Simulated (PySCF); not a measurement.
C₄H₇O, doublet, geometry from GFN2-xTB, with bond 8-2 at 1.3 times its length. Base run: PySCF with B3LYP/6-31G.

Geometry (Å):
```xyz
12

C      0.3962    -1.1744    -0.0849
C      1.2410    -0.0321     0.3266
C      0.1942     1.0847     0.4682
O     -0.8877     0.7285    -0.3708
C     -0.9589    -0.6840    -0.4144
H      0.7147    -2.1910    -0.1773
H      1.7892    -0.2093     1.2559
H      2.2072     0.2940    -0.6745
H      0.5486     2.0654     0.1488
H     -0.1483     1.1502     1.5122
H     -1.3076    -0.9764    -1.4144
H     -1.7140    -1.0508     0.3109
```
Charge 0, spin multiplicity 2.
Orbitals are unrestricted.
All else is at PySCF's defaults.
Base energy -231.68066 Eh.

Each row names what was changed in the base input (with any setting that the change needs).

```tsv
change	ΔE vs base (µEh)	SCF cycles	<S^2>
base	0.0	12	0.758
conv_tol_grad = 1e-3	0.0	12	0.758
conv_tol = 1e-12	0.0	18	0.758
damp = 0.5; diis_start_cycle = 5	0.0	12	0.758
init_guess = mod_huckel	0.0	15	0.758
init_guess = huckel	0.0	16	0.758
conv_tol = 1e-4	4.9	6	0.757
diis = off; damp = 0.3 (with mf.diis_start_cycle = 200; with mf.max_cycle = 150)	0.0	65	0.758
diis_space = 12	0.0	12	0.758
init_guess = 1e	0.0	16	0.758
diis = off; damp = 0.6 (with mf.diis_start_cycle = 200; with mf.max_cycle = 150)	0.0	29	0.758
diis_space = 4	0.0	14	0.758
solver = newton; init_guess = 1e	0.0	-	0.758
```

Open shells are given as the SCF converged; they aren't shown to be the lowest states, and a large step between rows can be another state.
